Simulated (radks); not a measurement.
Values are calculated unless marked as measured or tabulated.
Question: The mean radii <r> (bohr) of the occupied orbitals of an atom or ion are listed with their occupations. Level of theory: scalar-relativistic Kohn-Sham, PBE, spin-polarised, spherical densities, finite nucleus; Fermi nuclear charge, rms radius of each element as measured or else 0.836 A^(1/3) + 0.57 fm (a radial shooting solver on a logarithmic mesh with Libxc functionals).

orbital  occ.     <r>
1s up       1  0.1765
1s down     1  0.1761
2s up       1  0.9539
2s down     1  0.9738
2p up       3  0.9669
2p down     1   1.011

Name the element and its charge. Open shells, if any, are filled with parallel spins first.

Answer: Z = 9, fluorine, charge +1: F+ in [He] 2s2 2p4. The 1s radius gives Z: for a bare nucleus <r> = (2 gamma + 1)/(2Z) with gamma = sqrt(1 - (Z/c)^2), 0.1664 bohr for Z = 9, and screening makes it slightly larger (0.1765 here). The occupations add up to 8, and the charge is Z minus that.
